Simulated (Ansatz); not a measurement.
Ansatz (a first-principles code) input for Al(OSiH3)2 (AlH₆O₂Si₂), SMILES [SiH3][O][Al+][O][SiH3], charge +1, PBE-D3(BJ)/def2-SVP. 

Ansatz 0.2 input:
```yaml
crystal:
  periodic: [false, false, false]
  atoms:
    - {symbol: Al, position_ang: [0.00000000, -0.00000000, 0.00000000]}
    - {symbol: O, position_ang: [-0.00000000, 0.00000000, 1.61979294]}
    - {symbol: Si, position_ang: [0.00000000, 0.00000000, 3.34016073]}
    - {symbol: H, position_ang: [0.99727970, 1.01980897, 3.74671825]}
    - {symbol: H, position_ang: [0.38454062, -1.37357405, 3.74671825]}
    - {symbol: H, position_ang: [-1.38182033, 0.35376506, 3.74671825]}
    - {symbol: O, position_ang: [0.00000000, -0.00000000, -1.61979294]}
    - {symbol: Si, position_ang: [-0.00000000, -0.00000000, -3.34016073]}
    - {symbol: H, position_ang: [0.99727969, -1.01980897, -3.74671825]}
    - {symbol: H, position_ang: [0.38454064, 1.37357404, -3.74671825]}
    - {symbol: H, position_ang: [-1.38182033, -0.35376506, -3.74671826]}
basis:
  gaussian:
    orbitals: def2-SVP
hamiltonian:
  xc: pbe
  dispersion: d3bj
total_charge: 1
relax: {f_tol: 0.002, max_steps: 200}
```

It prints:

```
WARN ansatz: RAYON_NUM_THREADS=1 ignored (pool sized by the plan → 1); use --threads N
Functional definition: PBE
integrals: 0.05 GiB planned
1219 factors; their error is unknown
mean field: 0.29 GiB planned
mean field evaluation 1: about -26488.7736 eV, gradient 1.2e2 eV
mean field evaluation 2: about -26331.6274 eV, gradient 2.4e2 eV
mean field evaluation 4: about -26513.4236 eV, gradient 7.6e0 eV
mean field evaluation 8: about -26513.4989 eV, gradient 1.2e-1 eV
mean field evaluation 16: about -26513.4989 eV, gradient 1.4e-5 eV
mean field -26513.49894046 eV, -974.3531145667 hartree, gradient 1.4e-5 eV, S^2 0.000000; 0 other end points of the search recorded, 0 dependent functions left out
the calculation of the forces begins
reference -26513.49898535 eV, -974.3531162167 hartree; 31, 31 occupied and 81, 81 virtual orbitals, 1219 factors
relax step   1: F+E_penalty+E_count = -26513.71490029 eV  Δ(F+E_penalty+E_count) = +0.000e0 eV  max|allowed force component| = 2.424e-1 eV/Å  Δτ_max = 0.0000 Å  (27 SCF iters, accepted)
these checks for a lower state are left out or cut short: starts, cluster_reference, orbital_swaps, neighbouring_geometries, increment
integrals: 0.05 GiB planned
1219 factors; their error is unknown
mean field: 0.29 GiB planned
mean field -26513.51588860 eV, -974.3537373996 hartree, gradient 1.3e-5 eV, S^2 0.000000; 0 other end points of the search recorded, 0 dependent functions left out
the calculation of the forces begins
reference -26513.51593357 eV, -974.3537390523 hartree; 31, 31 occupied and 81, 81 virtual orbitals, 1219 factors
relax step   2: F+E_penalty+E_count = -26513.73121904 eV  Δ(F+E_penalty+E_count) = -1.632e-2 eV  max|allowed force component| = 1.897e-1 eV/Å  Δτ_max = 0.0170 Å  (28 SCF iters, accepted)
these checks for a lower state are left out or cut short: starts, cluster_reference, orbital_swaps, neighbouring_geometries, increment
integrals: 0.05 GiB planned
1219 factors; their error is unknown
mean field: 0.29 GiB planned
mean field evaluation 32: about -26513.5205 eV, gradient 1.7e-5 eV
mean field -26513.52052250 eV, -974.3539076922 hartree, gradient 1.7e-5 eV, S^2 0.000000; 0 other end points of the search recorded, 0 dependent functions left out
the calculation of the forces begins
reference -26513.52056752 eV, -974.3539093465 hartree; 31, 31 occupied and 81, 81 virtual orbitals, 1219 factors
relax step   3: F+E_penalty+E_count = -26513.73532825 eV  Δ(F+E_penalty+E_count) = -4.109e-3 eV  max|allowed force component| = 3.013e-2 eV/Å  Δτ_max = 0.0147 Å  (27 SCF iters, accepted)
these checks for a lower state are left out or cut short: starts, cluster_reference, orbital_swaps, neighbouring_geometries, increment
integrals: 0.05 GiB planned
1219 factors; their error is unknown
mean field: 0.29 GiB planned
mean field -26513.52056293 eV, -974.3539091781 hartree, gradient 2.8e-5 eV, S^2 0.000000; 0 other end points of the search recorded, 0 dependent functions left out
the calculation of the forces begins
reference -26513.52060795 eV, -974.3539108324 hartree; 31, 31 occupied and 81, 81 virtual orbitals, 1219 factors
relax step   4: F+E_penalty+E_count = -26513.73535984 eV  Δ(F+E_penalty+E_count) = -3.159e-5 eV  max|allowed force component| = 4.680e-3 eV/Å  Δτ_max = 0.0009 Å  (19 SCF iters, accepted)
these checks for a lower state are left out or cut short: starts, cluster_reference, orbital_swaps, neighbouring_geometries, increment
integrals: 0.05 GiB planned
1219 factors; their error is unknown
mean field: 0.29 GiB planned
mean field -26513.52056237 eV, -974.3539091573 hartree, gradient 2.6e-5 eV, S^2 0.000000; 0 other end points of the search recorded, 0 dependent functions left out
the calculation of the forces begins
reference -26513.52060739 eV, -974.3539108117 hartree; 31, 31 occupied and 81, 81 virtual orbitals, 1219 factors
relax step   5: F+E_penalty+E_count = -26513.73536040 eV  Δ(F+E_penalty+E_count) = -5.621e-7 eV  max|allowed force component| = 9.248e-5 eV/Å  Δτ_max = 0.0001 Å  (16 SCF iters, accepted)
these checks for a lower state are left out or cut short: starts, cluster_reference, orbital_swaps, neighbouring_geometries, increment
integrals: 0.05 GiB planned
1219 factors; their error is unknown
mean field: 0.29 GiB planned
mean field -26513.52041038 eV, -974.3539035720 hartree, gradient 1.4e-5 eV, S^2 0.000000; 0 other end points of the search recorded, 0 dependent functions left out
the calculation of the forces begins
reference -26513.52045537 eV, -974.3539052252 hartree; 31, 31 occupied and 81, 81 virtual orbitals, 1219 factors
relax step   6: F+E_penalty+E_count = -26513.73520521 eV  Δ(F+E_penalty+E_count) = +1.552e-4 eV  max|allowed force component| = 1.006e-2 eV/Å  Δτ_max = 0.0190 Å  (27 SCF iters, rejected (line search))
relax step   7: F+E_penalty+E_count = -26513.73536040 eV  Δ(F+E_penalty+E_count) = +0.000e0 eV  max|allowed force component| = 9.248e-5 eV/Å  Δτ_max = 0.0000 Å  (16 SCF iters, accepted)
integrals: 0.05 GiB planned
1219 factors; their error is unknown
mean field: 0.29 GiB planned
mean field evaluation 64: about -26513.5206 eV, gradient 1.5e-4 eV
mean field -26513.52056237 eV, -974.3539091573 hartree, gradient 2.7e-5 eV, S^2 0.000000; 1 other end points of the search recorded, 0 dependent functions left out
the calculation of the forces begins
reference -26513.52060739 eV, -974.3539108117 hartree; 31, 31 occupied and 81, 81 virtual orbitals, 1219 factors
Total energy: -26513.73540542 eV, -974.3618044938 hartree
Atom 0 at     0.000034    -0.000001    -0.000000 Å, force    -0.000014     0.000000     0.000001 eV/Å
Atom 1 at     0.000029     0.000010     1.632987 Å, force     0.000025     0.000019     0.000090 eV/Å
Atom 2 at    -0.000004     0.000001     3.369661 Å, force    -0.000025     0.000000     0.000001 eV/Å
Atom 3 at     1.005410     1.028123     3.774772 Å, force     0.000020     0.000010    -0.000028 eV/Å
Atom 4 at     0.387653    -1.384784     3.774762 Å, force     0.000007    -0.000022    -0.000033 eV/Å
Atom 5 at    -1.393103     0.356659     3.774737 Å, force    -0.000018     0.000004    -0.000038 eV/Å
Atom 6 at     0.000026    -0.000012    -1.632987 Å, force     0.000017    -0.000025    -0.000092 eV/Å
Atom 7 at    -0.000008    -0.000003    -3.369662 Å, force     0.000007     0.000018     0.000008 eV/Å
Atom 8 at     1.005414    -1.028118    -3.774773 Å, force     0.000010    -0.000016     0.000027 eV/Å
Atom 9 at     0.387656     1.384782    -3.774757 Å, force    -0.000002     0.000020     0.000031 eV/Å
Atom 10 at    -1.393106    -0.356657    -3.774740 Å, force    -0.000025    -0.000009     0.000034 eV/Å
Dipole moment:     0.000006    -0.000002    -0.000002 e Å
```

Self-consistency was reached.

Cost: around 17 core-seconds (rough).
